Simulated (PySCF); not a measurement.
All numbers come from PBE0/[Te def2-SVP with ECP28, O def2-SVP, Cl def2-SVP], scalar-relativistic core potentials, density fitting, no spin–orbit coupling, PySCF.

```xyz
5
charge 0 multiplicity 1, angstrom
Te   -0.2472   -0.2496   -0.0229
O    -0.0070   -1.5324   -1.2607
O    -1.6410   -0.1318    1.1080
Cl   -0.0360    1.8180   -1.0997
Cl    1.7102   -0.1272    1.2549
```

TeO₂Cl₂ (singlet), along the line from Te1 (at 0) through O2 (at 1.799 Å). Core electrons replaced by a potential are absent, the electrostatic potential uses the reduced nuclear charge, and values within about 0.7 Å of such atoms have no physical meaning.

Tabulate the fields along this line at 0.81, 0.99, 1.17, 1.35, 1.53, 1.71, 1.98, 2.16, 2.34, 2.52, 2.70, 2.88 Å.


| distance (Å) | electron density (e/Å³) | electron localisation function | electrostatic potential (V) |
| --- | --- | --- | --- |
| 0.81 | 1.41 | 0.167 | 42.1 |
| 0.99 | 1.21 | 0.413 | 27 |
| 1.17 | 1.81 | 0.674 | 27.5 |
| 1.35 | 3.17 | 0.599 | 53.8 |
| 1.53 | 5.56 | 0.102 | 157 |
| 1.71 | 147 | 0.987 | 835 |
| 1.98 | 15.5 | 0.132 | 306 |
| 2.16 | 4.63 | 0.544 | 81.1 |
| 2.34 | 2.16 | 0.812 | 25.4 |
| 2.52 | 0.887 | 0.781 | 7.83 |
| 2.70 | 0.334 | 0.634 | 1.96 |
| 2.88 | 0.128 | 0.404 | -0.0278 |
